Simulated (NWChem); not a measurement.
CH4BeO; SMILES [O](C)[BeH]

```xyz
7

Be    -0.0047     1.6443    -0.0006
H     -0.0209     2.9833    -0.0018
O      0.0121     0.2413     0.0013
C     -0.0047    -1.1423    -0.0005
H      0.9284    -1.5576     0.4430
H     -0.8630    -1.5363     0.5894
H     -0.0938    -1.5434    -1.0355
```
Atoms are numbered in this order, from 1.

Results from NWChem. Medium grid unless said otherwise, to which SCAN and Minnesota functionals are sensitive. Coordinates come from a PBE-D3(BJ)/def2-SVP optimisation. B3LYP is NWChem's, with the RPA form of VWN correlation. Total energies of different functionals are on different scales.

```json
[
 {"level": "B3LYP/def2-TZVP", "energy (Ha)": "-130.5800", "highest occupied level (eV)": "[?]", "orbital gap (eV)": "[?]", "dipole (D)": "1.65"},
 {"level": "PBE/def2-TZVP", "energy (Ha)": "-130.3874", "highest occupied level (eV)": "-6.94", "orbital gap (eV)": "6.72", "dipole (D)": "1.72"},
 {"level": "BP86/def2-TZVP", "energy (Ha)": "-130.5580", "highest occupied level (eV)": "-7.05", "orbital gap (eV)": "6.84", "dipole (D)": "1.73"},
 {"level": "MPW1K/def2-TZVP", "energy (Ha)": "-130.5202", "highest occupied level (eV)": "-9.53", "orbital gap (eV)": "10.26", "dipole (D)": "1.52"},
 {"level": "M05-2X/def2-TZVP", "energy (Ha)": "-130.5474", "highest occupied level (eV)": "-10.14", "orbital gap (eV)": "11.46", "dipole (D)": "1.65"},
 {"level": "BLYP/def2-TZVP", "energy (Ha)": "-130.5243", "highest occupied level (eV)": "-6.85", "orbital gap (eV)": "6.65", "dipole (D)": "1.75"},
 {"level": "LC-wPBE (HJS exchange hole, range parameter 0.4 per bohr)/def2-TZVP", "energy (Ha)": "-130.4623", "highest occupied level (eV)": "-11.27", "orbital gap (eV)": "13.05", "dipole (D)": "1.61"},
 {"level": "N12/def2-TZVP", "energy (Ha)": "-130.5557", "highest occupied level (eV)": "-6.79", "orbital gap (eV)": "6.37", "dipole (D)": "1.60"}
]
```

Question: Some entries are withheld; supply them.

Answer: 
- B3LYP/def2-TZVP, highest occupied level (eV): -8.20
- B3LYP/def2-TZVP, orbital gap (eV): 8.36
